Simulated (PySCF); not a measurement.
Species: (CH3CH2)2CF2, C5H10F2.
Z-matrix (Å and degrees, PBE0-D3(BJ)/def2-TZVP geometry), rows numbered from 1:
```
C 
C   1  1.5182
C   2  1.5110  1  113.40
F   3  1.3712  2  109.00  1    57.57
F   3  1.3717  2  109.06  1   -57.09
C   3  1.5122  2  116.28  1   179.43
C   6  1.5181  3  114.36  2    61.61
H   1  1.0906  2  111.13  3    63.12
H   1  1.0910  2  110.33  3  -176.91
H   1  1.0909  2  111.03  3   -57.20
H   2  1.0938  1  110.67  3   120.64
H   2  1.0926  1  110.55  3  -121.02
H   6  1.0931  3  106.22  2  -176.17
H   6  1.0932  3  107.41  2   -61.93
H   7  1.0914  6  111.01  3    53.58
H   7  1.0917  6  111.96  3   -67.46
H   7  1.0911  6  110.26  3   173.04
```

Computed with PySCF at wB97X-D/pcSseg-2, non-relativistic, on one gas-phase PBE0-D3(BJ)/def2-TZVP geometry that isn't relaxed in the solvent. The solvent is an IEF-PCM continuum (van der Waals radii × 1.2). Only the electrostatic response of the medium enters.

Gas phase at wB97X-D/pcSseg-2: HOMO -10.94 eV, LUMO 2.27 eV, dipole 2.34 D.

**Question.** What does the continuum do to the energy, the frontier levels and the dipole at wB97X-D/pcSseg-2 in chloroform?

**Answer.** 
```tsv
solvent	ε	E(solvent) − E(gas) (kcal/mol)	polarisation term (kcal/mol)	distortion of the solute (kcal/mol)	HOMO (eV)	LUMO (eV)	dipole (D)
chloroform	4.711	-2.55	-2.84	0.29	-10.88	2.50	2.83
```

The first energy column is the sum of the next two and covers electrostatics alone.

**Question.** Which radius a makes the point-dipole formula ΔE = −[(ε − 1)/(2ε + 1)]·μ²/a³ give the value in chloroform, with the gas-phase dipole?

**Answer.** μ = 0.919 au and |ΔE| = 0.00407 Eh give a = 2.22 Å; the farthest nucleus lies 3.23 Å from the centroid of the nuclei, so such a sphere wouldn't even hold the nuclei. The formula assumes a rigid point dipole at the centre of a sphere.

The pairwise dispersion term of wB97X-D wasn't added to the energies; at a given geometry it leaves orbitals and properties as they are.
